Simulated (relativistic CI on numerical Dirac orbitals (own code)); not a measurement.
Computed by Dirac-Coulomb-Breit CI, separate exchange-only KLI orbitals for each configuration, model QED (radiative potential, 1s self-energy scaled to tabulated hydrogen-like ionisation energies), unscaled Slater integrals (own radial code, finite nucleus).

The strongest absorption lines from the ground level of an ion, among the configurations computed and to levels below about 431 eV (vacuum wavelength in Å, gf): 29.438 (0.61), 29.545 (0.68), 29.679 (0.74), 29.714 (0.75), 30.221 (0.94), 49.405 (16), 49.675 (8.2), 49.765 (12).

(1) Which ion is it?
A. Ir32+
B. Ta28+
C. Ta26+
D. Lu26+

Answers

(1) B. Ta28+ has 45 electrons and the ground level 4s2 4p6 4d9 2D_5/2; the strongest line goes to 4s2 4p6 4d8 4f 2F°_7/2. The pattern of lines fixes the number of electrons, and along that sequence the line energies rise steadily with the charge (about as its square where n changes within one kind of shell, about linearly where n is kept but much faster in heavy ions where fine structure, which grows about as Z⁴, sets the gap, and irregularly where shells cross), which fixes Z. Configurations outside the model, such as inner-shell arrays, can give stronger lines. At this charge energies of transitions that change n are usually good to better than 1 %, and those within a shell (Δn = 0) to a few per cent.

LS names give the leading component of a level, which can be under half, so a name can repeat, a term be missing and a line seem to break the LS rules.
